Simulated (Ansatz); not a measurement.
# Relaxing a trial structure of H5InNSi

The starting geometry of this gas-phase doublet was optimised with GFN2-xTB.

```xyz
8

In   -0.9981    3.0955    2.4592
N    -1.2208    3.0575   -0.0909
Si   -1.5380    1.2841   -0.1124
H    -1.9008    3.5837   -0.6302
H    -0.3144    3.2622   -0.4920
H    -2.8403    1.2244    0.5978
H    -1.8427    1.0081   -1.5379
H    -0.1108    1.1730    1.8960
```

**Question.** Where would you expect an optimisation with PBE0-D3(BJ)/def2-SVP to take it?

**Answer.** A new bond forms, giving a structure given below by its coordinates. Distances that change by over a tenth: In1–H8 (2.19 → 3.84 Å). Contacts that close: Si3–H8 (2.47 → 1.49 Å).

The energy falls by 1.33 eV over 20 steps:

```
step  E − E(last) (eV)
   1             1.332
   3             0.928
   5             0.772
   7             0.652
   9             0.301
  12             0.002
  14             0.000
  16             0.000
  18             0.000
  20             0.000
```

Final geometry (Å):

```csv
atom,x (Å),y (Å),z (Å)
In,-1.0535,3.9313,2.6018
N,-1.1657,3.0336,0.0529
Si,-1.5306,1.3021,0.0296
H,-1.8638,3.6407,-0.3745
H,-0.2587,3.3026,-0.3257
H,-2.8499,1.1240,0.6951
H,-1.6060,0.7399,-1.3592
H,-0.4377,0.6143,0.7698
```

Frequencies at the end are all real (lowest 70 cm⁻¹). Open shells are spin-unrestricted. Atoms past krypton carry core potentials, without spin–orbit terms. Run with Ansatz 0.2.0, 100 s on 2 threads of Intel(R) Xeon(R) Processor @ 2.70GHz, on a shared host.
